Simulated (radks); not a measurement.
Spherical quantum dot in the effective-mass picture: electrons in a parabolic well V = omega^2 r^2 / 2 with omega = 2.44, with a point charge +1 (a donor) at the centre, all in effective atomic units (hartree* = m*/eps^2 hartree, bohr* = eps/m* bohr), one dielectric constant everywhere. Calculated with a radial shooting solver with Libxc functionals: non-relativistic Kohn-Sham, LDA (Slater exchange, Perdew-Wang correlation), spin-polarised, spherical densities. Levels are named by radial order and angular momentum (1s, 1p, 1d, 2s, ...), and open shells are averaged over m.

N = 15, configuration 1s2 1p6 1d(up 5, down 0) 2s2. This is the lowest configuration that the search found. Occupied and some empty levels:

level    occupation  eigenvalue (hartree*)  <r> (bohr*)
1s up             1                 14.217       0.8275
1s down           1                 14.326       0.8146
1p up             3                 16.043        1.141
1p down           3                 16.202        1.137
2s up             1                 17.652        1.176
2s down           1                 17.768        1.185
1d up             5                 17.790        1.337
1d down           0                 17.958        1.339
1f up             0                 19.622        1.493
1f down           0                 19.784        1.498
2p up             0                 19.863        1.358
2p down           0                 19.972        1.362
1g up             0                 21.541        1.627
1g down           0                 21.688        1.634

Energy (hartree*): total 167.168, kinetic 39.242, external 52.949, Hartree 85.923, exchange-correlation -10.945.

Electron density:

r (bohr*)  n(r) (e/bohr*^3)
0.0497                3.912
0.237                 2.600
0.425                 1.736
0.612                 1.279
0.799                 1.087
0.987                0.9708
1.17                 0.8027
1.36                 0.5672
1.55                 0.3322
1.74                 0.1580
1.92                0.06121
2.11                0.01924
2.30               0.004883
2.49               0.001018
